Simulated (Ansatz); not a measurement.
A made-up structure of BHIOF, singlet:

O1  (0.160, 1.065, -0.006)
B2  (-0.070, -0.255, -0.022)
F3  (0.700, -1.102, 0.643)
I4  (-0.475, 2.942, -0.534)
H5  (0.923, 1.311, 0.528)
(Å)

It is relaxed with PBE-D4/def2-SVP and then PBE0-D4/def2-TZVP (Ansatz 0.2.0). Atoms count as bonded within 1.22 times the sum of their covalent radii (H–H: 0.88 Å). The end point is not checked to be a true minimum.

Problem. Does its bonding change? (Judge from chemistry; the calculation decides.)

Solution. Computed: Yes. Formed: I4–H5; broken: O1–I4, O1–H5.

Where it ends: The first stage lowers the energy by 4.60 eV in 40 steps. It ends as a complex of BOF + HI:
O1  (0.314, 0.233, -0.350)
B2  (0.530, -0.713, 0.369)
F3  (0.759, -1.717, 1.126)
I4  (-0.316, 3.870, -0.163)
H5  (-0.051, 2.288, -0.374)
(Å)

For scale, one of the runs: PBE0-D4/def2-TZVP relaxation, 149 basis functions, launched by `ansatz run in.yaml --threads 2 --pin off --events-out ev --progress --plain --max-ram 4352MiB`. The run took about 76 s on 2 CPU threads of an Arm Neoverse V1 (shared host).
